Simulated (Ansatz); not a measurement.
Consider the ligand exchange at the Si–I bond: `O[SiH](F)I` + H₂Se → `O[SiH](F)[SeH]` + HI.

Gas-phase electronic energies from Ansatz, PBE0-D4/def2-TZVP geometries. CCSD(T)/CBS adds triple-zeta CCSD(T) − MP2 to the extrapolated MP2 energy (def2 sets, frozen cores). Elements past krypton have def2 core potentials. For I, Se outer-core shells are correlated without core-valence functions, which leaves a few kJ/mol of doubt a bond. Scalar relativity is left out up to krypton. One conformer a species, not always the lowest.

```csv
species,HF/def2-SVP energy (Eh)
`O[SiH](F)I`,-760.96759
H₂Se,-2400.70527
`O[SiH](F)[SeH]`,-2864.43279
HI,-297.23153
```

Work out ΔE.

ΔE = (-2864.43279) + (-297.23153) − (-760.96759) − (-2400.70527) = 0.00854 Eh = +0.23 eV. CCSD(T)/CBS gives +0.22 eV.

What do rigid-rotor, harmonic-oscillator terms from PBE0-D4/def2-TZVP frequencies (298.15 K, 1 bar) make of the CCSD(T)/CBS value? (An estimate is asked.)

Computed: ΔZPE = -0.02 eV, ΔH = +0.21 eV, ΔS = -10 J/(mol·K), ΔG = +0.24 eV.

Largest T1 diagnostic among the species: 0.011.

At CCSD(T), def2-SVP lies −0.03 eV from the extrapolated value and def2-TZVPP −0.04 eV. Leaving LDA and LC-ωPBE aside and taking each functional with its dispersion term where it has one, the values, not all of them listed here, spread over 0.04 eV, from B97M-V to BHLYP-D4.
